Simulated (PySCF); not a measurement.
Two species compared at the same levels of theory.

First species: C₂H₁₀OSi₂.
SMILES: `C[SiH2]O[SiH2]C`

Second species: C8H5FS.
InChI=1S/C8H5FS/c9-8-3-1-2-6-4-10-5-7(6)8/h1-5H

Levels: wB97X-D/def2-SVPD for dipole moment, HOMO energy, LUMO energy, HOMO–LUMO gap, static isotropic polarisability and electronic spatial extent ⟨r²⟩ about the centre of nuclear charge; TDDFT wB97X-D/def2-SVPD for lowest singlet excitation; TDA wB97X-D/def2-SVPD for lowest triplet excitation (Tamm–Dancoff); ΔSCF wB97X-D/def2-SVPD for vertical ionisation energy; PBE0-D3(BJ)/def2-SVP for rotational constant A and rotational constant C. Geometries: PBE0-D3(BJ)/def2-SVP. Each species is one conformer at its optimised geometry, gas phase, non-relativistic unless stated; the electronic structure was computed with PySCF and density fitting.

The conformers computed, where there is a choice (atom-mapped SMILES and torsion angles):
- `[CH3:1][SiH2:2][O:3][SiH2:4][CH3:5]`: C1–Si2–O3–Si4 -27°, Si2–O3–Si4–C5 52°

Values for the first species:

- Dipole moment: 1.60 D
- HOMO energy: -10.16 eV
- LUMO energy: 2.02 eV
- HOMO–LUMO gap: 12.18 eV
- Lowest singlet excitation: 7.62 eV
- Lowest triplet excitation (Tamm–Dancoff): 7.34 eV
- Static isotropic polarisability: 80.1 au
- Vertical ionisation energy: 10.35 eV
- Electronic spatial extent ⟨r²⟩ about the centre of nuclear charge: 927 bohr²
- Rotational constant A: 4.991 GHz
- Rotational constant C: 1.374 GHz

Problem. Estimate the same properties for the second species, and the change in each.

Solution. 
| property | first | second | second less first |
| --- | --- | --- | --- |
| dipole moment | 1.60 D | 1.39 D | -0.21 D |
| HOMO energy | -10.16 eV | -7.72 eV | +2.44 eV |
| LUMO energy | 2.02 eV | -0.12 eV | -2.14 eV |
| HOMO–LUMO gap | 12.18 eV | 7.60 eV | -4.58 eV |
| lowest singlet excitation | 7.62 eV | 3.90 eV | -3.72 eV |
| lowest triplet excitation (Tamm–Dancoff) | 7.34 eV | 2.38 eV | -4.96 eV |
| static isotropic polarisability | 80.1 au | 111.7 au | +31.6 au |
| vertical ionisation energy | 10.35 eV | 7.79 eV | -2.56 eV |
| electronic spatial extent ⟨r²⟩ about the centre of nuclear charge | 927 bohr² | 1506 bohr² | +579 bohr² |
| rotational constant A | 4.991 GHz | 2.093 GHz | -2.898 GHz |
| rotational constant C | 1.374 GHz | 0.699 GHz | -0.675 GHz |

On the first: S1 lies 4.56 eV below the HOMO–LUMO gap; its leading configuration is HOMO→LUMO+1, weight 0.50. The 10 singlets span 7.62 to 9.04 eV, and their oscillator strengths add up to 0.43.

On the second: The vertical singlet–triplet gap S1 − T1 is 1.52 eV (TDDFT singlet less Tamm–Dancoff triplet; S1: HOMO→LUMO, weight 0.98; T1: HOMO→LUMO, weight 0.94). A dipole of 1.39 D is allowed in Cs, and pure rotational transitions are dipole-allowed.
